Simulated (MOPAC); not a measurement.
Input for MOPAC: PM3 on CH7GeN (SMILES [CH3][GeH2][NH2]), a point of a torsion scan.

```
PM3 1SCF PRECISE CHARGE=0 THREADS=1
CH7GeN

C      1.30962070 1     0.56692546 1     0.01873632 1
Ge    -0.14723868 1    -0.77643565 1    -0.11088068 1
N      0.32802522 1    -2.46841045 1     0.34848058 1
H      2.28184942 1     0.07985964 1     0.00731988 1
H      1.27228204 1     1.27249723 1    -0.80455445 1
H      1.23420033 1     1.12853284 1     0.94637508 1
H     -0.64580292 1    -0.90488319 1    -1.52141360 1
H     -1.30066581 1    -0.44104933 1     0.78821974 1
H      0.57253557 1    -2.61710991 1     1.31769857 1
H      1.04807930 1    -2.89263554 1    -0.22022953 1
```

Program output:

```
*******************************************************************************
 **                                                                           **
 **                              MOPAC v23.2.5                                **
 **                                                                           **
 *******************************************************************************
 ** MOPAC's Digital Object Identifier: https://doi.org/10.5281/zenodo.6511958 **
 **                                                                           **
 ** Please cite the open-source release paper for use of this MOPAC version:  **
 ** J. E. Moussa and J. J. P. Stewart (2026)                                  **
 ** MOPAC: An open-source semiempirical molecular orbital program             **
 ** J. Open Source Softw., 11(119), 8025, https://doi.org/10.21105/joss.08025 **
 *******************************************************************************

                              PM3 CALCULATION RESULTS

 *******************************************************************************
 *  PM3        - The PM3 Hamiltonian to be used
 *
 *
 *
 *                 CHARGE ON SYSTEM = 0
 *
 *
 *
 *  PRECISE    - TIGHTER CRITERIA TO BE USED
 *  1SCF       - DO 1 SCF AND THEN STOP
 *  THREADS=1  - MULTI-THREADING NOT USED
 *  T=         - A TIME OF 172800.0 SECONDS REQUESTED
 *  DUMP=N     - RESTART FILE WRITTEN EVERY 7200.0 SECONDS REQUESTED
 *******************************************************************************
PM3 1SCF PRECISE CHARGE=0 THREADS=1
 CH7GeN

   ATOM   CHEMICAL          X               Y               Z
  NUMBER   SYMBOL      (ANGSTROMS)     (ANGSTROMS)     (ANGSTROMS)

     1       C          1.30962070  *   0.56692546  *   0.01873632  *
     2      Ge         -0.14723868  *  -0.77643565  *  -0.11088068  *
     3       N          0.32802522  *  -2.46841045  *   0.34848058  *
     4       H          2.28184942  *   0.07985964  *   0.00731988  *
     5       H          1.27228204  *   1.27249723  *  -0.80455445  *
     6       H          1.23420033  *   1.12853284  *   0.94637508  *
     7       H         -0.64580292  *  -0.90488319  *  -1.52141360  *
     8       H         -1.30066581  *  -0.44104933  *   0.78821974  *
     9       H          0.57253557  *  -2.61710991  *   1.31769857  *
    10       H          1.04807930  *  -2.89263554  *  -0.22022953  *



          CARTESIAN COORDINATES

    NO.       ATOM           X           Y           Z

     1         C          1.3096      0.5669      0.0187
     2        Ge         -0.1472     -0.7764     -0.1109
     3         N          0.3280     -2.4684      0.3485
     4         H          2.2818      0.0799      0.0073
     5         H          1.2723      1.2725     -0.8046
     6         H          1.2342      1.1285      0.9464
     7         H         -0.6458     -0.9049     -1.5214
     8         H         -1.3007     -0.4410      0.7882
     9         H          0.5725     -2.6171      1.3177
    10         H          1.0481     -2.8926     -0.2202

  H: (PM3): J. J. P. STEWART, J. COMP. CHEM. 10, 209 (1989).
  C: (PM3): J. J. P. STEWART, J. COMP. CHEM. 10, 209 (1989).
  N: (PM3): J. J. P. STEWART, J. COMP. CHEM. 10, 209 (1989).
 Ge: (PM3): J. J. P. STEWART, J. COMP. CHEM. 12, 320-341 (1991).

           Empirical Formula: C H7 N Ge  =    10 atoms



      MOLECULAR POINT GROUP   :   C1


      RHF CALCULATION, NO. OF DOUBLY OCCUPIED LEVELS = 10


 -------------------------------------------------------------------------------
 PM3 1SCF PRECISE CHARGE=0 THREADS=1
 CH7GeN



     1SCF WAS SPECIFIED, SO BFGS WAS NOT USED
     SCF FIELD WAS ACHIEVED


                              PM3 CALCULATION
                                                       MOPAC v23.2.5 Linux




          FINAL HEAT OF FORMATION =          2.72464 KCAL/MOL =      11.39987 KJ/MOL


          COSMO AREA              =        109.53 SQUARE ANGSTROMS
          COSMO VOLUME            =         96.96 CUBIC ANGSTROMS

          IONIZATION POTENTIAL    =          9.271062 EV
          HOMO LUMO ENERGIES (EV) =         -9.271  0.184
          NO. OF FILLED LEVELS    =         10
          MOLECULAR WEIGHT        =        105.6630         POINT GROUP:  C1

          MOLECULAR DIMENSIONS (Angstroms)

            Atom       Atom       Distance
            H     9    H     5     4.48583
            H     6    H     7     3.60125
            H    10    H     8     3.25821


          SCF CALCULATIONS        =          1





   ATOM   CHEMICAL          X               Y               Z
  NUMBER   SYMBOL      (ANGSTROMS)     (ANGSTROMS)     (ANGSTROMS)

     1       C          1.30962070  *   0.56692546  *   0.01873632  *
     2      Ge         -0.14723868  *  -0.77643565  *  -0.11088068  *
     3       N          0.32802522  *  -2.46841045  *   0.34848058  *
     4       H          2.28184942  *   0.07985964  *   0.00731988  *
     5       H          1.27228204  *   1.27249723  *  -0.80455445  *
     6       H          1.23420033  *   1.12853284  *   0.94637508  *
     7       H         -0.64580292  *  -0.90488319  *  -1.52141360  *
     8       H         -1.30066581  *  -0.44104933  *   0.78821974  *
     9       H          0.57253557  *  -2.61710991  *   1.31769857  *
    10       H          1.04807930  *  -2.89263554  *  -0.22022953  *

                             CARTESIAN COORDINATES

   1    C        1.309620700     0.566925460     0.018736320
   2   Ge       -0.147238680    -0.776435650    -0.110880680
   3    N        0.328025220    -2.468410450     0.348480580
   4    H        2.281849420     0.079859640     0.007319880
   5    H        1.272282040     1.272497230    -0.804554450
   6    H        1.234200330     1.128532840     0.946375080
   7    H       -0.645802920    -0.904883190    -1.521413600
   8    H       -1.300665810    -0.441049330     0.788219740
   9    H        0.572535570    -2.617109910     1.317698570
  10    H        1.048079300    -2.892635540    -0.220229530


           Empirical Formula: C H7 N Ge  =    10 atoms



      MOLECULAR POINT GROUP   :   C1


                  EIGENVALUES
 -28.95575 -27.44380 -15.71136 -15.23055 -14.06830 -13.88161 -12.52791 -11.86462
 -11.36283  -9.27106   0.18434   0.43460   0.61455   3.06477   4.43289   4.49250
   4.53215   4.58862   5.34408


              NET ATOMIC CHARGES AND DIPOLE CONTRIBUTIONS

  ATOM NO.   TYPE          CHARGE      No. of ELECS.   s-Pop       p-Pop
    1          C          -0.278492        4.2785     1.17324     3.10525
    2         Ge           0.367623        3.6324     0.74208     2.89030
    3          N          -0.167416        5.1674     1.43783     3.72958
    4          H           0.050458        0.9495     0.94954
    5          H           0.055021        0.9450     0.94498
    6          H           0.051633        0.9484     0.94837
    7          H          -0.079289        1.0793     1.07929
    8          H          -0.079354        1.0794     1.07935
    9          H           0.039899        0.9601     0.96010
   10          H           0.039917        0.9601     0.96008
 DIPOLE           X         Y         Z       TOTAL
 POINT-CHG.    -0.028    -0.052     0.012     0.060
 HYBRID         1.225     0.542     0.272     1.367
 SUM            1.197     0.490     0.284     1.324


          ATOMIC ORBITAL ELECTRON POPULATIONS

     Atom    s        px        py        pz
    1  C   1.17324   1.03118   1.04075   1.03332
    2 Ge   0.74208   0.98681   0.88070   1.02278
    3  N   1.43783   1.48662   1.21104   1.03192
    4  H   0.94954
    5  H   0.94498
    6  H   0.94837
    7  H   1.07929
    8  H   1.07935
    9  H   0.96010
   10  H   0.96008

 **********************
 *                    *
 * JOB ENDED NORMALLY *
 *                    *
 **********************




 == MOPAC DONE ==
```

The run finished.

Cost: very roughly 0.020 core-seconds.
